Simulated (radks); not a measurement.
Spin polarisation of the 3p1 shell in the silicon ion Si+. Start: [Ne] 3s2 3p(up 0.5, down 0.5); electrons of 3p are moved from spin down to spin up, other shells keep equal spins. All-electron calculation, non-relativistic Kohn-Sham, PBE, spin-polarised, spherical densities, point nucleus. Program: a radial shooting solver on a logarithmic mesh with Libxc functionals.

moment (Bohr magnetons) = 0: E - E(0) (eV) 0.000; e(3p up) (eV) -11.667; e(3p down) (eV) -11.667; 3s down minus up (eV) 0.000; 2p down minus up (eV) 0.000
moment (Bohr magnetons) = 0.25: E - E(0) (eV) -0.017; e(3p up) (eV) -11.797; e(3p down) (eV) -11.527; 3s down minus up (eV) 0.274; 2p down minus up (eV) 0.034
moment (Bohr magnetons) = 0.5: E - E(0) (eV) -0.068; e(3p up) (eV) -11.916; e(3p down) (eV) -11.374; 3s down minus up (eV) 0.549; 2p down minus up (eV) 0.069
moment (Bohr magnetons) = 0.75: E - E(0) (eV) -0.153; e(3p up) (eV) -12.026; e(3p down) (eV) -11.208; 3s down minus up (eV) 0.827; 2p down minus up (eV) 0.104
moment (Bohr magnetons) = 1: E - E(0) (eV) -0.272; e(3p up) (eV) -12.126; e(3p down) (eV) -11.025; 3s down minus up (eV) 1.110; 2p down minus up (eV) 0.138

At moment 1 the spin-polarisation energy is -0.272 eV and the 3p exchange splitting 1.100 eV, that is 1.100 eV per Bohr magneton; E = -I m^2/4 would give I = 1.090 eV.
